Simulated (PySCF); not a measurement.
Electron affinity of K by level of theory

K⁻ [Ar] 4s2 (1S) → K [Ar] 4s1 (2S), as a difference of total energies. Calculation: PySCF 2.14, in aug-cc-pVQZ-X2C; scalar relativity by spin-free X2C-1e. Correlated levels: valence: [Ar] frozen. The calculations carry no spin-orbit coupling.

| method | electron affinity (eV) | error (eV) |
| --- | --- | --- |
| UHF | -0.082 | -0.583 |
| MP2 (valence) | 0.307 | -0.194 |
| SCS-MP2 (valence) | 0.384 | -0.117 |
| CCSD (valence) | 0.493 | -0.008 |

Reference: 0.501 eV (measured; photodetachment measurements, as compiled on the Wikipedia data page of electron affinities).

Errors of the correlated levels include the incompleteness of this basis and the frozen core.

A negative affinity means that the anion lies above the atom at that level of theory.

With two correlated electrons CCSD is exact in that space.

The coupled-cluster amplitudes are large for K⁻ (T1 above 0.03 or a double amplitude above 0.15), so a single reference is strained.
